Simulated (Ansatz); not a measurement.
Basis sets compared for TaO4 (the lowest doublet isomer of a short search). The state is a doublet with charge 0. Geometry r2SCAN-D4/def2-SVP. Ansatz on 4 threads of Arm Neoverse V1 on a shared host; times are rough, and most runs start from earlier orbitals.

Cartesian coordinates in Å:
```
Ta 0.474 -0.060 0.363
O 0.210 -0.232 -1.797
O -0.916 0.065 -1.160
O 0.404 1.498 1.151
O -0.172 -1.271 1.444
```

In the def2 sets Ta takes a core potential; there is no spin–orbit coupling. The structure holds one bond between oxygen atoms, so isomers without such links may lie far lower. No other spin state of charge 0 was run. The structure comes from a short search, and lower isomers may exist.

Binding counts from free atoms (Ta quartet, O triplet) in the same basis, without a counterpoise term.

| level | functions | energy (Eh) | HOMO (eV) | LUMO (eV) | binding per atom (eV) | wall time |
| --- | --- | --- | --- | --- | --- | --- |
| PBE-D4/def2-SVP | 88 | -357.4407 | -6.66 | -6.07 | 5.06 | 1.4 s |
| PBE0-D4/def2-SVP | 88 | -357.3442 | -8.30 | -4.73 | 4.50 | 1.7 s |

Task: Estimate the rows for PBE-D4/def2-TZVP (with forces), PBE0-D4/def2-TZVP.

Result: 
| level | functions | energy (Eh) | HOMO (eV) | LUMO (eV) | binding per atom (eV) | wall time |
| --- | --- | --- | --- | --- | --- | --- |
| PBE-D4/def2-TZVP (with forces) | 164 | -357.8182 | -6.73 | -6.10 | 5.02 | 2.7 s |
| PBE0-D4/def2-TZVP | 164 | -357.7271 | -8.30 | -4.71 | 4.52 | 3.3 s |
